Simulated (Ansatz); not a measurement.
Match the barriers

Saddle point of SiAsH$_{7}$, closed shell (AsH₃ + SiH₄ → SiAsH₅ ([SiH3][AsH2]) + H₂; bonds formed: Si1–As7, H2–H6; bonds broken: Si1–H2, H6–As7), PBE0-D4/def2-TZVP structure:

| atom | x (Å) | y (Å) | z (Å) |
| --- | --- | --- | --- |
| Si1 | -1.0606 | -0.4843 | -0.3575 |
| H2 | 0.6197 | -1.0564 | -0.3694 |
| H3 | -1.2599 | -1.1141 | -1.6974 |
| H4 | -1.9115 | 0.7361 | -0.4132 |
| H5 | -1.5562 | -1.3789 | 0.7176 |
| H6 | 1.4084 | -0.7824 | 0.2685 |
| As7 | 0.9402 | 0.7759 | 0.8677 |
| H8 | 1.3623 | 1.2022 | -0.5256 |
| H9 | 1.4575 | 2.1020 | 1.5094 |

Ansatz 0.2.0; basis: def2-TZVPP, with def2-QZVPP for the basis limit; cores frozen in the correlated methods. Filled d shells of the heavier atoms are correlated. The def2 sets are not built for correlating such inner shells, so the correlated values are less sure here. B3LYP uses VWN-RPA correlation. Extrapolation: Hartree–Fock as exp(−7.88 √X), correlation as X^−2.97. Four methods, as single points on the PBE0-D4 structures, gave these electronic barriers from the start structure: 177.4, 248.4, 265.7, 358.2 kJ/mol.

Task: The methods were, in alphabetical order, B3LYP-D4, CCSD(T), HF, SPW92. Which gave which? (Judge from chemistry; the calculation decides.)

Result: The calculation gives: SPW92 177.4; B3LYP-D4 248.4; CCSD(T) 265.7; HF 358.2 kJ/mol. For comparison, CCSD(T) at an estimated basis limit (MP2 extrapolated from triple and quadruple zeta, plus CCSD(T) − MP2 in triple zeta) gives 257.9 kJ/mol.

The T1 diagnostic stays at or below 0.012.

Labels in which every atom is bracketed show which atoms are joined, not bond orders.

For scale, one of the runs: CCSD(T)/def2-TZVPP, 188 basis functions (an equivalent command: `ansatz run in.yaml --threads 2`). Hardware: 2 CPU threads, shared host. Wall time 31 s; peak host memory 2 GiB.
